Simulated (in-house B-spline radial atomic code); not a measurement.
Neutral europium is squeezed into an impenetrable sphere of radius R (the orbitals vanish at R). Method: Dirac-Kohn-Sham LDA VWN5, spherical fractional occupations, Fermi nucleus of rms radius 5.1115 fm. Calculated with a radial B-spline atomic code at the basis-set limit.

Energies in eV above the free atom in [Xe] 4f7 6s2:

| R (bohr) | highest level (eV) | [Xe] 4f7 6s2 | [Kr] 4d10 4f7 5s2 5p5 6s2 6d1 | [Xe] 4f7 6s1 6p1 |
| --- | --- | --- | --- | --- |
| 8.05 | -1.98 | 0.487 | 31.11 | 3.677 |
| 6.34 | -0.725 | 2.38 | 36.99 | 6.588 |
| 5.23 | 1.52 | 6.917 | 47.85 | 12.7 |
| 4.09 | 10.9 | 23.64 | 80.11 | 33.03 |
| 3.51 | 23.1 | 49.28 | 122.5 | 62.08 |
| 2.85 | 56 | 131.4 | 241.8 | 150.4 |
| 2.69 | 70.2 | 171.4 | 296.3 | 192.5 |
| 2.39 | 109 | 292.5 | 454.4 | 318.3 |
| 1.97 | 215 | 677.2 | 927.2 | 711.9 |
| 1.27 | 871 | 4010 | 4659 | 4068 |

Question: Does [Kr] 4d10 4f7 5s2 5p5 6s2 6d1 fall below [Xe] 4f7 6s2 under compression?

Answer: No, it stays above over the whole range.

Question: Does [Xe] 4f7 6s1 6p1 fall below [Xe] 4f7 6s2 under compression?

Answer: No, it stays above over the whole range.

The highest level is first positive in the row R = 5.23 bohr, pushed up by confinement above the zero of the free ion's potential. Each configuration is held fixed and needn't be the lowest in the sphere.
